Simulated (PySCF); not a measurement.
Si(OMe)2 (C2H6O2Si), SMILES CO[Si]OC (connectivity only; charge and spin as stated), neutral, multiplicity 1.

Geometry optimised at B3LYP-D3(BJ)/def2-SVP. One conformer was computed; it need not be the lowest.

These are PBE/def2-TZVP run with PySCF values and carry that method's errors.

The molecule is in vacuum.

Computed frontier levels, gap, dipole moment and polarisability:
| Quantity | Value |
|---|---|
| highest occupied level | -5.84 eV |
| lowest empty level | -1.89 eV |
| orbital gap | 3.95 eV |
| dipole moment | 1.68 D |
| quadrupole, principal values (traceless, Buckingham form, about the centre of nuclear charge) | -5.17, 0.23, 4.94 D·Å |
| mean static polarisability | 64.5 bohr³ (9.56 Å³) |
| polarisability, principal values | 52.2, 62.5, 78.9 bohr³ |
